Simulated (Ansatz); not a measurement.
H2MgSe (SMILES [MgH][SeH]) moved off its minimum; all values from Ansatz (a quantum-chemistry and plane-wave program), cores frozen in correlated methods.
(charge 0, multiplicity 1)
```xyz
4

Mg    -0.9679    -0.9628    -1.3333
H     -1.7892    -1.5025    -2.1907
Se     0.2847     0.2899     0.6260
H      0.5424    -1.1038     1.3976
```

| level | largest force (eV/Å) | on atom | rms difference from CCSD(T)/def2-TZVPPD (eV/Å) | dipole (D) |
|---|---|---|---|---|
| HF/def2-TZVPP | 9.43 | Mg1 | 0.195 | 2.90 |
| PBE/def2-TZVPP | 8.93 | Mg1 | 0.151 | 2.38 |
| r2SCAN/def2-TZVPP | 9.17 | Mg1 | 0.070 | 2.55 |
| B3LYP/def2-TZVPP | 8.92 | Mg1 | 0.143 | 2.54 |
| wB97M-V/def2-TZVPP | 9.02 | Mg1 | 0.154 | 2.73 |
| MP2/def2-TZVPPD | 9.30 | Mg1 | 0.099 | 2.70 |
| CCSD(T)/def2-TZVPPD | 9.26 | Mg1 | 0.000 | 2.67 |

The differences count from one level among others, with limits of its own. Forces at CCSD(T)/def2-TZVPPD (eV/Å):

```json
[
 {"atom": "Mg1", "Fx": "5.529", "Fy": "3.912", "Fz": "6.320"},
 {"atom": "H2", "Fx": "-5.048", "Fy": "-3.411", "Fz": "-5.445"},
 {"atom": "Se3", "Fx": "-0.112", "Fy": "-2.296", "Fz": "0.190"},
 {"atom": "H4", "Fx": "-0.368", "Fy": "1.795", "Fz": "-1.065"}
]
```
